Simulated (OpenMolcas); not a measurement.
## Ho2+: moving or changing the point charges

Ho2+ among 3 point charges of -0.5 e arranged as a planar triangle (D3h), 2.35 Å from the ion.
```
   2.3500    0.0000    0.0000  -0.50
  -1.1750    2.0352    0.0000  -0.50
  -1.1750   -2.0352    0.0000  -0.50
```

```
Program             : OpenMolcas
Method              : CASSCF
Basis               : ANO-RCC-VDZP [7s6p4d2f1g]
Scalar Hamiltonian  : DKH2, point nucleus
Active space        : 11 electrons in 7 orbitals (4f)
State averaging     : 2S+1 = 4 odd, 35 roots; 2S+1 = 2 odd, 73 roots kept (CI in the orbitals of an earlier block)
Spin-orbit coupling : state interaction with AMFI integrals over the reference wave functions
```

Runs around this geometry, states (labels of D3, the rotations of D3h). Energies in cm-1 above the lowest state or level, χT in cm3 K/mol.

```tsv
R (Å)	Ground state	First state of that spin	First gap with spin-orbit (degeneracies)	Width of lowest J	χT at 300 K
2.35	2S+1 = 4	4E 76.9	65.6 (2, 2)	305	11.426
2.53	2S+1 = 4	4E 62.9	53.8 (2, 2)	248	11.434
2.72	2S+1 = 4	4E 51.6	44.1 (2, 2)	201	11.439
```

Taking the width of the lowest J multiplet as R^-n, n = -ln(201 / 305) / ln(2.72 / 2.35) = 2.9 between the shortest and longest distance.

High states are left out of the spin-orbit mixing, which shifts the levels that they would mix with. This is an electrostatic model: the charges have no orbitals. An unlabelled pair can be two single states that coincide in this model. No measured value stands beside these numbers.

A state without a sure symmetry label is named by its multiplicity alone.
